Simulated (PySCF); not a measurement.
## Fe: excitation energy

Fe [Ar] 3d6 4s2 (5D) → Fe [Ar] 3d6 4s1 4p1 (high-spin determinant), as a difference of total energies. Computed with PySCF 2.14 in x2c-TZVPPall, with the spin-free X2C one-electron Hamiltonian (Gaussian nucleus). Correlated levels: valence: [Ar] frozen; valence and next inner shell: [Ne] frozen. The calculations carry no spin-orbit coupling.

```tsv
method	excitation energy (cm⁻¹)
UHF	11944
LDA	23397
PBE	21705
PBE0	19993
MN15	24619
TPSSh	19881
wB97X	26527
HSE06	20189
MP2 (valence)	18439
SCS-MP2 (valence)	20642
MP2 (valence and next inner shell)	19193
SCS-MP2 (valence and next inner shell)	20670
```

A first-order spin-orbit estimate (lowest level to lowest level, LS coupling) adds 0.019 eV.

The basis was made for the ground configuration and has no added diffuse functions, so the excitation energy can come out too high.

The determinant of the upper state mixes LS terms, which raises its energy above the lowest term, most at the Hartree-Fock and MP2 levels.
